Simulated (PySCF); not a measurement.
# The second ionisation energy along the second row

Calculated with PySCF 2.14 from differences of total energies of unrestricted determinants, without spin-orbit coupling. Values in eV. The last column holds reference values (NIST; (s) semi-empirical, (t) theoretical, else measured). Unmarked ones compare directly (S terms, centres of terms, or small fine structure); those marked * lie between the lowest fine-structure levels and include a spin-orbit shift.

| element | configurations | UHF | LDA | PBE | r2SCAN | MP2 (valence and next inner shell) | MP2 (valence) | reference |
| --- | --- | --- | --- | --- | --- | --- | --- | --- |
| Be (aug-cc-pCVQZ-DK, spin-free X2C) | [He] 2s1 → 1s2 | 18.130 | 18.256 | 18.497 | 18.188 | 18.199 | n/a | 18.211 |
| B (aug-cc-pCVQZ-DK, spin-free X2C) | [He] 2s2 → [He] 2s1 | 23.449 | 24.560 | 24.611 | 24.272 | 24.550 | 24.492 | 25.155 |
| C (aug-cc-pCVQZ-DK, spin-free X2C) | [He] 2s2 2p1 → [He] 2s2 | 24.166 | 24.770 | 24.851 | 25.002 | 24.469 | 24.419 | 24.378 |
| N (aug-cc-pCVQZ-DK, spin-free X2C) | [He] 2s2 2p2 → [He] 2s2 2p1 | 29.199 | 30.054 | 29.895 | 30.129 | 29.709 | 29.663 | 29.601 (s) * |
| O (aug-cc-pCVQZ-DK, spin-free X2C) | [He] 2s2 2p3 → [He] 2s2 2p2 | 34.564 | 35.579 | 35.268 | 35.471 | 35.287 | 35.245 | 35.121 * |
| F (aug-cc-pCVQZ-DK, spin-free X2C) | [He] 2s2 2p4 → [He] 2s2 2p3 | 33.381 | 35.269 | 35.416 | 35.106 | 34.786 | 34.756 | 34.950 |
| Ne (aug-cc-pCVQZ-DK, spin-free X2C) | [He] 2s2 2p5 → [He] 2s2 2p4 | 39.248 | 41.427 | 41.127 | 41.118 | 40.911 | 40.882 | 40.963 * |

Question: Which of these methods has the smallest mean absolute error against the measured values here?

Answer: MP2 (valence and next inner shell), with 0.218 eV.

```tsv
method	elements	mean error (eV)	mean absolute error (eV)	largest error (eV)
UHF	4	-0.892	0.892	-1.706
LDA	4	0.040	0.338	-0.595
PBE	4	0.170	0.442	-0.544
r2SCAN	4	-0.032	0.421	-0.883
MP2 (valence and next inner shell)	4	-0.172	0.218	-0.605
MP2 (valence)	3	-0.272	0.299	-0.663
```

Errors include the incompleteness of the basis and the frozen core.

"Valence" correlates the outer s and p shells and, in groups 3 to 12 and the f block, the outer d or f shell, open or full, or the next shell where the ion has no valence electron left; the wider scheme adds the next inner shell.
